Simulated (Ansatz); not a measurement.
Stretching the Al1–H2 bond in CH6AlN (SMILES [CH3][AlH][NH2]) (multiplicity 1 held, fragments rigid). Energies count from the point at 1.581 Å.
Geometry at that point (charge 0, multiplicity 1):
| atom | x (Å) | y (Å) | z (Å) |
|---|---|---|---|
| Al | -0.2745 | -0.2812 | -0.3303 |
| H | -1.1231 | -1.1223 | -1.3657 |
| C | 0.1400 | 1.6144 | -0.5556 |
| H | 0.6936 | 1.7892 | -1.4830 |
| H | 0.7370 | 2.0150 | 0.2668 |
| H | -0.7739 | 2.2122 | -0.6237 |
| N | 0.3128 | -1.1502 | 1.1003 |
| H | 0.8635 | -0.7469 | 1.8423 |
| H | 0.1416 | -2.1260 | 1.2883 |

Signs of static correlation in cc-pV(T+d)Z, with CASSCF(2,2), from Ansatz (a program for electronic structure) runs.

| R (Å) | T1 of restricted CCSD | largest double amplitude of restricted CCSD | CASSCF natural occupations |
|---|---|---|---|
| 1.265 | 0.010 | 0.032 | 1.99 0.01 |
| 1.423 | 0.010 | 0.031 | 1.98 0.02 |
| 1.581 | 0.010 | 0.031 | 1.98 0.02 |
| 1.739 | 0.011 | 0.031 | 1.97 0.03 |
| 1.897 | 0.011 | 0.031 | 1.96 0.04 |
| 2.134 | 0.012 | 0.050 | 1.94 0.06 |
| 2.372 | 0.014 | 0.100 | 1.90 0.10 |
| 2.767 | (withheld) | 0.207 | 1.81 0.19 |
| 3.162 | 0.034 | (withheld) | 1.67 0.33 |
| 3.636 | 0.055 | 0.502 | 1.46 0.54 |
| 4.269 | 0.084 | 0.747 | 1.23 0.77 |
| 5.059 | 0.104 | 0.960 | 1.09 0.91 |

Task: What belongs in the gaps?

Result: 
- 2.767, T1 of restricted CCSD: 0.021
- 3.162, largest double amplitude of restricted CCSD: 0.328

Doubts at one or more of the structures used: a restricted determinant that unrestricted orbitals would lower (R-CCSD(T)/cc-pV(T+d)Z); other coupled-cluster roots lie near (R-CCSD(T)/cc-pV(T+d)Z); T1 above 0.05 (R-CCSD(T)/cc-pV(T+d)Z).
